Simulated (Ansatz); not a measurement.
Basis-set extrapolation for CH₅AlClFOSi, SMILES `C[Si](F)(Cl)[O][AlH2]` (PBE0-D4/def2-TZVP geometry, frozen core, the Gaussian-basis code of Ansatz). Multiplicity 1, RHF reference.

```json
{"": "HF", "def2-TZVPP": "-1205.821600", "def2-QZVPP": "-1205.862030"}
{"": "MP2 correlation", "def2-TZVPP": "-1.038443", "def2-QZVPP": "-1.128776"}
{"": "CCSD(T) correlation", "def2-TZVPP": "-1.123759", "def2-QZVPP": "not run"}
```

Energies in hartree. Use E(X) = E(∞) + A·exp(−7.88·√X) for Hartree–Fock and E(X) = E(∞) + B·X^(−2.97) for correlation, with X = 3 and 4, and add CCSD(T) minus MP2 of the smaller set to the MP2 limit.

Task: What is the CCSD(T) energy at the basis-set limit?

Result: HF limit: -1205.862030 + (-0.040430) × 0.13774 = -1205.86760. MP2 limit: -1.128776 + (-0.090333) × 0.74074 = -1.19569. Higher-order term: -1.123759 − (-1.038443) = -0.08532. Total: -1207.14861 hartree, 533.6 kJ/mol below CCSD(T)/def2-TZVPP.
